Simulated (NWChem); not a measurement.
# C2H2BrF; SMILES C=C(F)Br

```xyz
6

C     -1.2074     1.6305     0.0000
C     -0.0761     0.9372     0.0000
F      1.1145     1.5035     0.0000
Br     0.0286    -0.9367     0.0000
H     -2.1719     1.1265     0.0000
H     -1.1599     2.7212     0.0000
```
Atoms are numbered in this order, from 1.

Results from NWChem. Pople sets run with spherical d functions. Coordinates come from a PBE0/def2-SVP optimisation. Total energies compare along this basis series because the functional is fixed.

| level | basis functions | energy (Ha) | highest occupied level (eV) | orbital gap (eV) | dipole (D) | relative time |
|---|---|---|---|---|---|---|
| PBE/STO-3G | 35 | -2720.2014 | -3.37 | 5.79 | 0.65 | 1 |
| PBE/3-21G | 53 | -2737.4368 | -5.91 | 5.44 | 0.98 | 1 |
| PBE/6-31G* | 78 | -2750.4823 | -6.06 | 5.16 | 1.08 | 5 |
| PBE/6-311G** | 110 | -2750.8111 | -6.27 | 5.18 | 1.08 | 7 |

The last column is a rough cost ratio, cheapest run = 1.
